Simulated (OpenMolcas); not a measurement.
Ti2+: moving or changing the point charges

Ti2+ among 6 point charges of -1 e arranged as an octahedron (Oh), 2.13 Å from the ion.

* Program: OpenMolcas 26.06
* Method: SS-CASPT2, IPEA 0.25 Eh, imaginary shift 0.1 Eh (closed shells correlated: 3s 3p)
* Basis: ANO-RCC-VDZP [5s4p2d1f]
* Scalar Hamiltonian: DKH2, point nucleus
* Active space: 2 electrons in 5 orbitals (3d)
* State averaging: 2S+1 = 3 even, 10 roots; 2S+1 = 1 even, 15 roots
* Spin-orbit coupling: state interaction with AMFI integrals over the reference wave functions

Runs around this geometry, states (labels of O, the rotations of Oh). Energies in cm-1 above the lowest state or level, χT in cm3 K/mol; under a threefold ground state the first gap can be a small split of the lowest multiplet, not the spin-orbit step.

```tsv
R (Å)	q (e)	Ground state	First state of that spin	First gap with spin-orbit (degeneracies)	χT at 300 K	First state of another spin
2.13	-0.65	3T1	3T2 2990	10 (2, 3)	1.158	1T2 8890
2	-1	3T1	3T2 5760	5 (2, 3)	1.149	1T2 9180
2.13	-1	3T1	3T2 4450	7 (2, 3)	1.150	1T2 9150
```

Taking the first state of the same spin as R^-n, n = -ln(4450 / 5760) / ln(2.13 / 2) = 4.1 between the shortest and longest distance.

Scaling the charges by -0.65 / -1 = 0.65 scales the first state of the same spin by 2990 / 4450 = 0.67; with fixed orbitals a first-order splitting would follow the charge.

Roots that are degenerate in the reference are averaged as groups; the widest CASPT2 spread within a group is 580 cm-1 (the 3-fold group of multiplicity 3 near 5760 cm-1 above the lowest state of its run, R = 2, q = -1). Shifts and gaps below about the spread of the groups concerned are not significant. An orbital triplet at a regular site is open to Jahn-Teller coupling, which can distort the site and quench the lowest spin-orbit gaps and is left out. Free-ion shares, where given, are those of the reference states; single-state CASPT2 does not remix them. Point charges carry no covalency, so the field is a model and not that of real ligands. No measured value stands beside these numbers.
